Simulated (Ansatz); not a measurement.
`B[S][ZnH]` + CH₃NH₂ → `C[NH][ZnH]` + `BS` at 500 K and 1 bar (ligand exchange at a Zn–S bond).

Isolated molecules relaxed with PBE0-D4/def2-TZVP in Ansatz; ΔE leaves out vibrations. CCSD(T)/CBS is the MP2 limit (def2-TZVPP, def2-QZVPP) plus CCSD(T) − MP2 in def2-TZVPP, frozen cores. This one scheme is used for every species. For Zn outer-core shells are correlated without core-valence functions, which leaves a few kJ/mol of doubt a bond. Scalar relativity is left out up to krypton.

| species | CCSD(T)/CBS energy (Eh) | H − E (kJ/mol) | S (J/(mol·K)) |
| --- | --- | --- | --- |
| `B[S][ZnH]` | -2202.78318 | 108.1 | 349.0 |
| CH₃NH₂ | -95.75281 | 191.8 | 270.3 |
| `C[NH][ZnH]` | -1874.12279 | 190.1 | 349.9 |
| `BS` | -424.38198 | 102.0 | 273.9 |

H − E and S are ideal-gas, rigid-rotor, harmonic terms from PBE0-D4/def2-TZVP. 1 Eh = 2625.50 kJ/mol, R = 8.31446 J/(mol·K).

**Question.** By hand: ΔE, ΔH, ΔS and ΔG.

**Answer.** ΔE = (-1874.12279) + (-424.38198) − (-2202.78318) − (-95.75281) = 0.03122 Eh = 82.0 kJ/mol. Δ(H − E) = 190.1 + 102.0 − 108.1 − 191.8 = -7.8, so ΔH = 74.2 kJ/mol. ΔS = 349.9 + 273.9 − 349.0 − 270.3 = 4.5 J/(mol·K). ΔG = 74.2 − 500 × (4.5)/1000 = 72.0 kJ/mol.

**Question.** By hand: the equilibrium constant, and the temperature at which ΔG would vanish if ΔH and ΔS stayed fixed.

**Answer.** log₁₀ K = −ΔG/(RT ln 10) = -7.5. ΔG = 0 at ΔH/ΔS = 16489 K, far beyond where these terms or the molecules hold.

The number of gas molecules stays the same, so ΔS is small and ΔH decides. A doubt of 5 kJ/mol in ΔE shifts log₁₀ K by 0.5 here. These are equilibria of isolated gas molecules and say nothing of rates. Largest T1 diagnostic: 0.017 (customary marks: 0.02 for closed shells, 0.045 for open ones).
